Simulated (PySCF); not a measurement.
Gas-phase reaction: GaH3 + 3 O = GaOH + H2O2

Method: PySCF energies (xtb for GFN2) plus ideal-gas RRHO corrections (1 bar). S°(298 K) at PBE0/def2-TZVP differs from the NASA 1993 table for H2O2 (-8 J/mol/K); whether the harmonic model or the table's entry is off was not settled. † marks an energy on the PBE0/def2-TZVP geometry and frequencies; other levels use their own. MP2 freezes the core. 6-31G* has spherical d functions here. Open shells (unrestricted): O (multiplicity 3, electronic degeneracy 9); the rest are closed-shell singlets. GFN2 has no spin-polarisation term. Spin-orbit splitting is ignored; it lowers the true energy and changes the entropy of O. B3LYP is the form with VWN-RPA correlation. Ga: all electrons, no relativistic terms. No R ln 2 is added for the mirror-image form of H2O2. GaH3, GaOH: computed as isolated molecules; such fragments, hydroxides, amides, oligomers or adducts are transient or little studied in the gas. MP2 isn't extrapolated to the basis-set limit; its ΔH°(298 K) is -1084.1 kJ in def2-SVP and -1192.5 kJ in def2-TZVPP. The harmonic model lacks anharmonicity and excited electronic states, which grow with temperature; levels with a mode under 35 cm⁻¹ are left out. Internal rotation in H2O2 is treated as a harmonic vibration of one conformer, which makes the entropy rough. Warning, point group unlike the PBE0 one: GaOH, H2O2 (GFN2-xTB).

```csv
level,"ΔE electronic, kJ","ΔH°(298 K), kJ","ΔS°(298 K), J/K","ΔG°(1200 K), kJ"
B3LYP/def2-TZVP†,-1190,-1145,-229,-855
GFN2-xTB,-2413,-2365,-244,-2057
HF/6-31G*,-450,-400,-231,-107
HF/def2-TZVP†,-512,-467,-229,-177
MP2/def2-TZVPP†,-1237,-1193,-229,-903
PBE0/def2-SVP†,-1167,-1122,-229,-832
PBE0/def2-TZVP,-1178,-1134,-229,-844
ωB97M-V/def2-TZVP†,-1203,-1158,-229,-868
ωB97X-V/def2-TZVP†,-1184,-1139,-229,-849
```
ΔH° is lowest at GFN2-xTB and highest at HF/6-31G*. No reference value is set beside these.
